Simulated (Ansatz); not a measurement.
Method: frozen-core CCSD(T)/cc-pVTZ // B3LYP-D3(BJ)/def2-TZVP (Ansatz, an electronic-structure program).

Ansatz 0.2 input:
```yaml
crystal:
  periodic: [false, false, false]
  atoms:
    - { symbol: F, position_ang: [-1.095527, -1.342576, -0.054815] }
    - { symbol: Ga, position_ang: [0.000023, -0.000008, 0.000052] }
    - { symbol: F, position_ang: [1.708934, -0.278633, 0.087608] }
    - { symbol: F, position_ang: [-0.61343, 1.621217, -0.032845] }
basis:
  gaussian: { orbitals: cc-pVTZ }
correlation:
  method: ccsd_t
```

Output:

```
Functional definition: HF
861 factors; integrals over basis functions are off by at most 9.8e-4 eV
mean field evaluation 1: about -60455.9497 eV, gradient 4.8e1 eV
mean field evaluation 2: about -60456.0168 eV, gradient 4.8e1 eV
mean field evaluation 4: about -60459.4725 eV, gradient 1.5e0 eV
mean field evaluation 8: about -60459.4910 eV, gradient 1.2e-1 eV
mean field evaluation 16: about -60457.8936 eV, gradient 3.5e1 eV
mean field -60459.49105549 eV, -2221.8453153742 hartree, gradient 1.9e-6 eV, S^2 0.000000; 0 other end points of the search recorded, 0 dependent functions left out
12 core orbitals not correlated
reference -60459.49105549 eV, -2221.8453153742 hartree; 17, 17 occupied and 104, 104 virtual orbitals, 861 factors
second order -24.83103236 eV of doubles, -0.00000000 eV of singles
cycle   1  -23.90795878 eV  change    9.2e-1 eV  update   1.2e-1
cycle   2  -24.48715939 eV  change   -5.8e-1 eV  update   3.7e-2
cycle   3  -24.61361920 eV  change   -1.3e-1 eV  update   1.8e-2
cycle   4  -24.59474249 eV  change    1.9e-2 eV  update   4.6e-3
cycle   5  -24.58887052 eV  change    5.9e-3 eV  update   1.5e-3
cycle   6  -24.59013998 eV  change   -1.3e-3 eV  update   5.0e-4
cycle   7  -24.59006857 eV  change    7.1e-5 eV  update   1.4e-4
cycle   8  -24.58990620 eV  change    1.6e-4 eV  update   4.0e-5
cycle   9  -24.58992071 eV  change   -1.5e-5 eV  update   1.1e-5
perturbative correction -0.81642155 eV, -0.0300029386 hartree
Total energy: -60484.89739775 eV, -2222.7789812312 hartree
```

Cost: roughly 60 core-seconds.
